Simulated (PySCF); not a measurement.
Positional isomers: thiophene hydroxy+boryl. Gas-phase values, no solvent. One relaxed conformer stands for each flexible species; it need not be the lowest. Strings in code marks are SMILES.

The numbers are results of PBE-D3(BJ)/def2-TZVP // PBE0-D3(BJ)/def2-SVP (PySCF 2.14.0), not measurements. All candidates: neutral, multiplicity 1. Delta-SCF ions had no search for a lower state. Excitations are Tamm–Dancoff values on a coarser integration grid. The basis has no diffuse functions, so Rydberg states are missing or too high.

| Quantity | Result |
|---|---|
| T1 excitation (TDA) | 2.45 eV |
| brightest of the four lowest singlets (TDA) | 4.88 eV |
| vertical ionisation energy (Delta-SCF) | 8.29 eV |

Question: Say which member has these values.
(A) `Bc1ccsc1O`
(B) `Bc1ccc(O)s1`
(C) `Bc1sccc1O`
(D) `Bc1csc(O)c1`

Answer: D, `Bc1csc(O)c1`. The others give `Bc1ccsc1O`: 2.78 eV, 4.98 eV, 8.34 eV; `Bc1ccc(O)s1`: 2.76 eV, 4.53 eV, 8.51 eV; `Bc1sccc1O`: 2.74 eV, 4.95 eV, 8.51 eV
